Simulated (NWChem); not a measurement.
Species: CH5O2Sc; SMILES [CH3][Sc]([OH])[OH]

```xyz
9

Sc     0.0060    -0.0984     0.0000
O      1.7320    -0.7672     0.0000
H      2.5185    -1.3124     0.0000
O     -1.5487    -1.1035     0.0000
H     -2.2059    -1.7992     0.0000
C     -0.2038     2.0988     0.0000
H     -1.2538     2.4418     0.0000
H      0.2861     2.5551    -0.8818
H      0.2861     2.5551     0.8818
```
Atoms are numbered in this order, from 1.

Results from NWChem. The geometry was optimised at PBE0/def2-SVP. No frequency run checked for a minimum. B3LYP is NWChem's, with the RPA form of VWN correlation. Ions are spin-unrestricted doublets at the neutral geometry; other ion states weren't tried.

**Question.** Among these, which level gives the lowest value of “−ε(HOMO) (eV)”?
A. Hartree-Fock/def2-SVP
B. B3LYP/def2-SVP
C. M06-2X/def2-SVP
D. PBE/def2-SVP

**Answer.** D, PBE/def2-SVP. Values: PBE/def2-SVP 4.92; B3LYP/def2-SVP 6.06; M06-2X/def2-SVP 7.63; Hartree-Fock/def2-SVP 9.60
